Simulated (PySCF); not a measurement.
## Run record: C18H12

The script drives PySCF with single-precision fitted integrals, so total energies wander by about 1e-6 Eh between cycles (the fitting error itself is about 1e-3 Eh and cancels in differences); atoms count from 0.  Level: ΔSCF with unrestricted SCAN, pcX-2 on the ionised atom and pcseg-1 elsewhere, spin-free X2C, PySCF, on the GFN2-xTB geometry.

Job and coordinates (Å):

```
{"job": {"kind": "xps", "atoms": [2, 16]}, "charge": 0, "multiplicity": 1}
C      4.631614    -0.170897    -0.154873
C      4.049356    -1.437801    -0.250293
C      2.685976    -1.584620    -0.222814
C      1.828434    -0.474920    -0.097664
C      2.428367     0.803932    -0.001115
C      3.828100     0.930037    -0.032478
C      1.604798     1.948856     0.126303
C      0.253756     1.840460     0.156729
C     -0.394419     0.581236     0.063195
C     -1.829172     0.476219     0.097264
C     -2.686814     1.585828     0.222634
C     -4.050221     1.438712     0.250983
C     -4.632472     0.171823     0.154940
C     -3.828756    -0.928969     0.033027
C     -2.428988    -0.802778     0.001818
C     -1.605360    -1.947695    -0.124908
C     -0.254380    -1.839179    -0.155662
C      0.393736    -0.579947    -0.063158
H      5.706740    -0.067331    -0.178463
H      4.683528    -2.307573    -0.347258
H      2.281143    -2.581275    -0.299685
H      4.255309     1.920003     0.042568
H      2.080210     2.917031     0.198429
H     -0.335646     2.737414     0.254889
H     -2.281764     2.582495     0.299317
H     -4.684308     2.308490     0.348127
H     -5.707683     0.068435     0.179080
H     -4.256284    -1.918705    -0.042686
H     -2.080628    -2.915959    -0.195729
H      0.335014    -2.736184    -0.252612
```

Command:

```bash
OMP_NUM_THREADS=1 python large_run.py task.json out
```

What does the program print?


```
ground state, core basis on atom 2 (C), 343 functions
  cycle   1  E = -692.85174941  |g| = 6.41e-01
  cycle   2  E = -692.83384157  |g| = 6.99e-01
  cycle   3  E = -692.97185620  |g| = 1.02e-01
  cycle   4  E = -692.97216615  |g| = 9.13e-02
  cycle   5  E = -692.97464601  |g| = 2.25e-02
  cycle   6  E = -692.97476914  |g| = 9.52e-03
  cycle   7  E = -692.97479250  |g| = 2.08e-03
  cycle   8  E = -692.97479367  |g| = 9.76e-04
  cycle   9  E = -692.97479372  |g| = 3.69e-04
  E(ground) = -693.01150243 Eh
hole in C 1s of atom 2
  cycle   1  E = -681.72184788  |g| = 1.52e+00
...
  cycle  17  E = -682.33091222  |g| = 3.84e-03
  cycle  18  E = -682.33091420  |g| = 3.42e-03
  cycle  19  E = -682.33092701  |g| = 2.77e-03
  cycle  20  E = -682.33093363  |g| = 2.53e-03
  cycle  21  E = -682.33095377  |g| = 2.39e-03
  cycle  22  E = -682.33098795  |g| = 2.31e-03
  cycle  23  E = -682.33101779  |g| = 2.24e-03
  cycle  24  E = -682.33104210  |g| = 2.05e-03
  cycle  25  E = -682.33106693  |g| = 2.00e-03
  cycle  26  E = -682.33107361  |g| = 1.78e-03
  E(ion) = -682.36699117 Eh   <S^2> = 0.8231   hole on atom = 1.000   binding energy = 289.657 eV
```

The run took 110 s of wall time on 1 thread of AMD EPYC 9B14 (shared host), peak memory 0.7 GiB.
